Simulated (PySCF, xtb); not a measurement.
Si(CCH)(H)(Me)2 (C₄H₈Si), SMILES C#C[SiH](C)C.

GFN2-xTB (xtb) at its own geometry gives an orbital gap of 5.25 eV and a dipole moment of 0.47 D.

Geometry: B3LYP-D3(BJ)/def2-SVP.

### Question
What does PBE/def2-TZVP run with PySCF give? (Estimate from the structure and the level; the computed values follow.)

### Answer
gap 5.96 eV (levels -6.74 and -0.78 eV), dipole 0.72 D.
